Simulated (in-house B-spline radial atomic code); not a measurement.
# RPA and G0W0 on BHandHLYP: Sn IV (Sn3+)

Configuration [Kr] 4d10 5s1, highest spin, mean-field start BHandHLYP. Computed with an all-electron radial atomic-structure program (B-spline basis): all electrons, scalar-relativistic (spin-free one-electron X2C), finite nucleus, each spin shell either full or empty, empty states to l = 9 with an (l + 1/2)⁻⁴ tail; G0W0 by contour deformation at full frequency.

RPA overbinds a lone outer s electron by self-correlation, and G0W0 tends to as well.

Command:
```bash
python run_gw.py task.json out
```
Settings (radii: box in bohr, nucleus in fm):
```
Z                        50
electrons                47
configuration            [Kr] 4d10 5s1
hamiltonian              x2c
method                   bhandhlyp
lmax                     9
rms_radius               4.6519
spin_polarised           True
box_radius               14.14
intervals                68
ion_configuration        [Kr] 4d10
```

Run time, properties included: 9.1 s on 1 thread of Arm Neoverse V1 (shared host).

Energies (hartree):

```csv
term,value
mean-field total,-6174.65403
Hartree-Fock functional on these orbitals,-6172.02017
direct second order,-4.015
second-order exchange,1.1185
SOSEX correction,1.0495
```

(1) What is the RPA correlation energy, and what remains with SOSEX?

Quasi-particle levels (eV):

```json
{"level": "5s up", "occupied": "yes", "mean field": "-38.38", "Σx - vxc": "-1.13", "Σc": "?", "QP weight": "?", "G0W0": "?"}
{"level": "4d down", "occupied": "yes", "mean field": "-60.20", "Σx - vxc": "-4.33", "Σc": "0.34", "QP weight": "0.946", "G0W0": "-64.20"}
{"level": "4d up", "occupied": "yes", "mean field": "-60.44", "Σx - vxc": "-4.41", "Σc": "0.41", "QP weight": "0.903", "G0W0": "-64.45"}
{"level": "5s down", "occupied": "no", "mean field": "-32.64", "Σx - vxc": "4.42", "Σc": "-2.40", "QP weight": "0.960", "G0W0": "-30.62"}
```

G0W0 = mean field + (Σx - vxc) + Σc, with Σc (partial-wave tail included) taken at the quasi-particle energy. Only the outer levels were computed. Levels of low weight are left out.

(2) Where does G0W0 put 5s up?

(3) What does it cost to remove one electron (to [Kr] 4d10) by differences of total energies, each species on its own start (correlation terms add to the Hartree-Fock functional)?

Answers

(1) RPA gives -3.5763 hartree (-2.07 eV per electron); RPA + SOSEX gives -2.5268, and the second-order doubles -2.8965 hartree (no singles). SOSEX takes back 29 % of the RPA value.

(2) At -41.35 eV, with Σc = -1.84 eV and a quasi-particle weight of 0.970. The tabulated removal energy is 40.74 ± 0.04 eV (NIST, measured); the calculation leaves out spin-orbit coupling, Breit and QED terms, and what these don't explain is the method's own error.

(3) BHandHLYP 40.88 eV, Hartree-Fock functional 39.27 eV, + RPA 41.15 eV, + RPA + SOSEX 40.55 eV, + second order 41.35 eV. Tabulated: 40.74 ± 0.04 eV (NIST, measured); the calculation leaves out spin-orbit coupling, Breit and QED terms, and what these don't explain is the method's own error.
